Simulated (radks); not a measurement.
The samarium anion Sm- inside a hard spherical wall (all orbitals vanish at R), configuration held at [Xe] 4f7 6s2 and not refilled when levels cross. Calculated with a radial shooting solver on a logarithmic mesh with Libxc functionals: scalar-relativistic Kohn-Sham, PBEsol, spin-polarised, spherical densities, finite nucleus; open shells are filled with parallel spins first (spin-orbit coupling, left out, can overturn this in heavy ions); Fermi nuclear charge, rms radius 5.0819 fm. Eigenvalues in eV for spin up, with the zero of energy where the potential of the charges vanishes at infinity; a dash marks a level that is unbound or too diffuse for the functional's potential to be trusted. A positive occupied level is held by the wall or, in an anion where self-interaction has pushed it up, behind a barrier. The pressure on the wall is -dE/dV.

R (bohr)  E (hartree)  kinetic (hartree)    e(5s)    e(5p)   e(6s)  e(6p, empty)  e(5d, empty)   e(4f)  pressure (GPa)
15        -10423.0370          11139.256  -37.714  -17.819   0.236             -             -   3.473          0.0351
12        -10423.0235          11139.260  -36.650  -16.808   0.762             -             -   4.598           0.107
7         -10422.8839          11139.646  -32.513  -12.841   4.030         7.208         6.762   8.852            4.21
6         -10422.7543          11140.018  -30.707  -11.142   6.332        10.561         8.683  10.760            12.1
4         -10421.5948          11143.846  -22.863   -3.775  22.529        32.493        18.538  19.666             220
3.5       -10420.4992          11147.661  -18.129    0.977  35.345        48.461        25.158  25.404             592
3         -10418.1132          11155.794  -10.058    9.644  59.894        77.494        37.116  35.289            1840
2.5       -10412.3068          11174.489    5.575   27.469  110.92        135.06        61.168  53.309            6790
1.5       -10338.4526          11388.513   163.77   208.91  558.83        608.38        279.13  172.12          228000
